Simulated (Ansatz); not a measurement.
Frontier orbitals of C2H5BrOSi (`C[Si]1(Br)CO1`).

Charge 0, multiplicity 1. Correlated methods include outer-core shells of Br, which these sets cover unevenly. Scalar relativity is left out up to krypton. All single points use the PBE0-D4/def2-TZVP geometry. Basis def2-TZVPP, Ansatz 0.2.0.

```csv
functional,HOMO (eV),LUMO (eV),gap (eV)
LDA (SPW92),-6.46,-1.05,5.41
PBE,-6.29,-0.82,5.47
PBE0,-7.58,0.07,7.65
B3LYP,-7.36,-0.18,7.18
CAM-B3LYP,-8.95,1.08,10.03
ωB97M-V,-9.81,1.86,11.67
```

A quarter of exact exchange (PBE0) shifts PBE's HOMO by −1.29 eV and its LUMO by +0.90 eV; full exchange at long range (ωB97M-V) shifts them by −3.52 and +2.68 eV. The gap opens from 5.46 to 11.67 eV, since occupied levels lose self-interaction and empty ones feel all the electrons. A positive LUMO is unbound and depends on the basis.

B3LYP here is the variant with VWN-RPA as its local correlation; programs differ in this.
